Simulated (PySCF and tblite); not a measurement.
The numbers below are computed, except where a source is named.
System: C5H7FSn, numbered as in [F:1][C:2]1=[CH:3][C@H:4]([SnH3:5])[CH:6]=[CH:7]1.

Level: PBE0/pcSseg-1 (def2-TZVP on Sn) + D3(BJ) on PBE0-D3(BJ)/def2-SVP stationary points, with GFN2-xTB thermal terms. Rate constants are transition-state-theory values, counting equivalent paths, without tunnelling. (PySCF 2.14 with density fitting, tblite 0.8.)

Spin–orbit effects of heavy atoms on shieldings are missing.

Question: How high is the barrier to the shift of Sn5 from C4 to C6, through which structure does it pass, and what rate follows at 298 K?

Answer: The electronic barrier is 6.6 kcal/mol and ΔG‡(298 K) 5.7 kcal/mol, over a Cs saddle with an imaginary mode of 250i cm⁻¹ (GFN2-xTB). With 1 equivalent path, k is 3.8×10⁸ s⁻¹, a mean lifetime of the start of 2.6 ns against this motion.
